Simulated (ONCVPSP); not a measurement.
## Which setting gave this result? (iodine, ONCV)

Base potential:

I, optimised norm-conserving Vanderbilt (ONCV), made with ONCVPSP 4.0.1 (LDA (Perdew-Zunger), fully relativistic). Core [Ar] 3d10, reference 4s2 4p6 4d10 5s2 5p5. Waves: 4s+5s: rc 1.35 bohr, ncon 3, nbas 6, qcut 9.8 1/bohr, 2 projectors; 4p+5p: rc 1.40 bohr, ncon 4, nbas 8, qcut 7.6 1/bohr, 2 projectors; 4d: rc 0.85 bohr, ncon 4, nbas 7, qcut 11.8 1/bohr, 1 projector. Local part: polynomial inside 0.55 bohr (lpopt 3, dvloc0 6 Ha). Core correction: Teter function, fcfact 4.5, rcfact 1.45.

Open shells are filled in proportion to 2j + 1.

Cutoffs, loose and tight: the cutoffs (Ha) at which the residual kinetic energy of the hardest occupied pseudo-wave falls to 1 and 0.1 mHa per electron. They do not see the model core or the augmentation charge, which bear on the density cutoff. Test errors are all-electron minus pseudo excitation energies from the reference, over the configurations 4s2 4p6 4d10 5s2 5p4; 4s2 4p6 4d10 5s2 5p3; 4s2 4p6 4d10 5s2 5p2; 4s2 4p6 4d9 5s2 5p6; variants that change the core or the reference have their own tests. The largest error is taken over the tests solved by every variant that gives reliable tests at all, those not shown here included: 4s2 4p6 4d10 5s2 5p2; 4s2 4p6 4d10 5s2 5p3; 4s2 4p6 4d10 5s2 5p4.

Only the d radius is moved:

```json
{"d radius (bohr)": "0.58", "cutoff, loose": "651 Ha", "cutoff, tight": "939 Ha", "bound ghosts": "s", "largest test error (meV)": "+16"}
{"d radius (bohr)": "0.68", "cutoff, loose": "364 Ha", "cutoff, tight": "489 Ha", "bound ghosts": "s", "largest test error (meV)": "+16"}
{"d radius (bohr)": "0.76", "cutoff, loose": "140 Ha", "cutoff, tight": "292 Ha", "bound ghosts": "s", "largest test error (meV)": "+17"}
{"d radius (bohr)": "0.82", "cutoff, loose": "63 Ha", "cutoff, tight": "148 Ha", "bound ghosts": "s", "largest test error (meV)": "+17"}
{"d radius (bohr)": "0.92", "cutoff, loose": "59 Ha", "cutoff, tight": "70 Ha", "bound ghosts": "s", "largest test error (meV)": "+17"}
{"d radius (bohr)": "0.98", "cutoff, loose": "58 Ha", "cutoff, tight": "68 Ha", "bound ghosts": "s", "largest test error (meV)": "+17"}
{"d radius (bohr)": "1.16", "cutoff, loose": "55 Ha", "cutoff, tight": "63 Ha", "bound ghosts": "s", "largest test error (meV)": "+17"}
{"d radius (bohr)": "1.24", "cutoff, loose": "53 Ha", "cutoff, tight": "62 Ha", "bound ghosts": "s", "largest test error (meV)": "+17"}
```

**Question.** One more run gave cutoff, loose: 56 Ha; cutoff, tight: 64 Ha; bound ghosts: s; largest test error (meV): +17. Which value of the d radius was used?

**Answer.** 1.1 bohr. The loose cutoff moves one way along this sweep, from 651 Ha at 0.58 to 53 Ha at 1.24 bohr, which places the run between 0.98 and 1.16 bohr.
